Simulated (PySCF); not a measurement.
Isomers of C8H12N2, mass 136.100 u with the commonest isotopes. The calculation used PBE0/pcSseg-1 in PySCF (dipole) on a GFN2-xTB geometry, gas phase. One conformer each, none proved a minimum here; rigid rotors.

Question: Order these by out-of-plane moment Σ m c² = (Ia + Ib − Ic)/2, smallest first.
A. `[CH2:1]=[C:2]1[CH:3]=[CH:4][C:5]([CH2:6][NH2:7])=[C:8]1[CH2:9][NH2:10]` with C4–C5–C6–N7 106°, C5–C6–N7–H -61° and 180°, C5–C8–C9–N10 70°, C8–C9–N10–H -57° and 59°
B. `[cH:1]1[cH:2][n:3][n:4]([CH:5]2[CH2:6][CH2:7][CH2:8][CH2:9]2)[cH:10]1` with N3–N4–C5–C6 65°, N4–C5–C6–C7 -105°, C5–C6–C7–C8 -37°, C6–C7–C8–C9 44°, C7–C8–C9–C5 -34°
C. `[CH:1]#[C:2][C@@H:3]([CH2:4][C:5]#[N:6])[CH2:7][CH2:8][NH:9][CH3:10]` with C2–C3–C4–C5 71°, C2–C3–C7–C8 -178°, C3–C7–C8–N9 -50°, C7–C8–N9–C10 180°

Answer: A (29.96 u·Å²), C (59.54 u·Å²), B (65.86 u·Å²).

Question: Order these by radius of gyration √(Σ m r²/M), largest first.
A. `[CH2:1]=[C:2]1[CH:3]=[CH:4][C:5]([CH2:6][NH2:7])=[C:8]1[CH2:9][NH2:10]` with C4–C5–C6–N7 106°, C5–C6–N7–H -61° and 180°, C5–C8–C9–N10 70°, C8–C9–N10–H -57° and 59°
B. `[CH2:1]=[CH:2][CH2:3][n:4]1[n:5][cH:6][c:7]([CH3:8])[c:9]1[CH3:10]` with C1–C2–C3–N4 128°, C2–C3–N4–N5 104°
C. `[CH:1]#[C:2][C@@H:3]([CH2:4][C:5]#[N:6])[CH2:7][CH2:8][NH:9][CH3:10]` with C2–C3–C4–C5 71°, C2–C3–C7–C8 -178°, C3–C7–C8–N9 -50°, C7–C8–N9–C10 180°

Answer: C (2.469 Å), B (2.288 Å), A (2.192 Å).

Question: Order these by rotational constant A, smallest first.
A. `[cH:1]1[cH:2][n:3][n:4]([CH:5]2[CH2:6][CH2:7][CH2:8][CH2:9]2)[cH:10]1` with N3–N4–C5–C6 65°, N4–C5–C6–C7 -105°, C5–C6–C7–C8 -37°, C6–C7–C8–C9 44°, C7–C8–C9–C5 -34°
B. `[CH2:1]=[C:2]1[CH:3]=[CH:4][C:5]([CH2:6][NH2:7])=[C:8]1[CH2:9][NH2:10]` with C4–C5–C6–N7 106°, C5–C6–N7–H -61° and 180°, C5–C8–C9–N10 70°, C8–C9–N10–H -57° and 59°
C. `[CH2:1]=[CH:2][CH2:3][n:4]1[n:5][cH:6][c:7]([CH3:8])[c:9]1[CH3:10]` with C1–C2–C3–N4 128°, C2–C3–N4–N5 104°

Answer: B (1853 MHz), C (2607 MHz), A (3438 MHz).

| SMILES | point group | Ia (u·Å²) | Ib (u·Å²) | Ic (u·Å²) | κ | μa (D) | μb (D) | μc (D) |
| --- | --- | --- | --- | --- | --- | --- | --- | --- |
| C=C1C=CC(CN)=C1CN | C1 | 272.79 | 411.29 | 624.18 | -0.20 | 0.01 | 2.22 | 0.51 |
| c1cnn(C2CCCC2)c1 | C1 | 146.99 | 569.18 | 584.46 | -0.98 | 0.56 | 1.91 | 0.23 |
| C#C[C@@H](CC#N)CCNC | C1 | 268.06 | 621.26 | 770.24 | -0.74 | 3.04 | 2.88 | 1.16 |
| C=CCn1ncc(C)c1C | C1 | 193.84 | 548.59 | 682.38 | -0.81 | 0.97 | 2.43 | 0.31 |
